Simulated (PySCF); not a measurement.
SMILES CC(C)B(F)Cl (C3H7BClF), PBE0/def2-SVP optimised geometry.

```
13

B      0.49     1.14     0.00
Cl     2.25     1.14     0.00
F     -0.09     2.33     0.00
C     -0.39    -0.16    -0.03
C     -1.56    -0.05     0.95
C      0.38    -1.47     0.11
H     -0.82    -0.12    -1.06
H     -2.25    -0.89     0.82
H     -1.20    -0.08     2.00
H     -2.13     0.88     0.82
H      1.19    -1.55    -0.64
H     -0.29    -2.33    -0.02
H      0.85    -1.55     1.10
```

Density from PBE0/def2-TZVP (PySCF 2.14.0) at that geometry.

Minimum of the electron density along straight lines between bonded atoms, close to the bond critical point (lines longer than 1.1 times the sum of covalent radii, or with two minima, are not listed):

```csv
bond,length / Å,ρ at the minimum / e bohr⁻³,∇²ρ there / e bohr⁻⁵,position (fraction from the first atom)
B1–Cl2,1.763,0.148,(withheld),0.30
B1–F3,1.322,0.205,(withheld),0.34
B1–C4,1.569,0.199,(withheld),0.34
C4–C5,1.534,0.238,-0.57,0.50
C4–C6,1.525,0.245,-0.60,0.50
C4–H7,1.112,0.262,-0.84,0.64
C5–H8,1.102,0.272,-0.91,0.64
C5–H9,1.102,0.271,-0.91,0.64
C5–H10,1.100,0.273,-0.92,0.64
C6–H11,1.100,0.273,-0.92,0.64
C6–H12,1.102,0.271,-0.91,0.64
C6–H13,1.102,0.271,-0.91,0.64
```

Question: Fill in the missing entries.

Answer: 
- B1–Cl2, ∇²ρ there / e bohr⁻⁵: -0.02
- B1–F3, ∇²ρ there / e bohr⁻⁵: 1.28
- B1–C4, ∇²ρ there / e bohr⁻⁵: -0.44
